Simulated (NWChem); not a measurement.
Molecule: NiHOBr, triplet; SMILES [Ni]([Br])[OH]

```xyz
4

Ni    -0.2221     0.8781     0.0008
Br     0.1630    -1.2987    -0.0011
O     -0.1221     2.5794     0.0030
H      0.6001     3.2183    -0.0051
```
Atoms are numbered in this order, from 1.

Level: B3LYP/6-31G* (spherical d), spin-unrestricted (NWChem), optimised geometry, unscaled harmonic frequencies. This build's default masses of Se (78.918 u) and Br (79.917 u) are each other's, which moves their modes by up to 0.6 %. This spin state was assumed; another may lie lower.

Task: List the harmonic frequencies with IR intensities, and the thermochemistry.

Result: 
```
frequency (cm⁻¹)  IR intensity (km/mol)
----------------  ---------------------
95                                  7.8
213                               115.4
302                                 9.4
467                               228.3
793                                78.6
3847                              150.3
```

```json
{
 "zero_point_energy": "8.2 kcal/mol",
 "thermal correction to the enthalpy at 298.15 K (with zero-point energy)": "11.8 kcal/mol",
 "heat capacity Cv": "13.4 cal/(mol K)",
 "entropy at 298.15 K and 1 atm (symmetry number 1, electronic part: spin degeneracy alone)": "74.8 cal/(mol K)",
 "dipole_moment": "2.24 D"
}
```

Rigid rotor and harmonic oscillator; modes under 100 cm⁻¹ make the entropy uncertain.
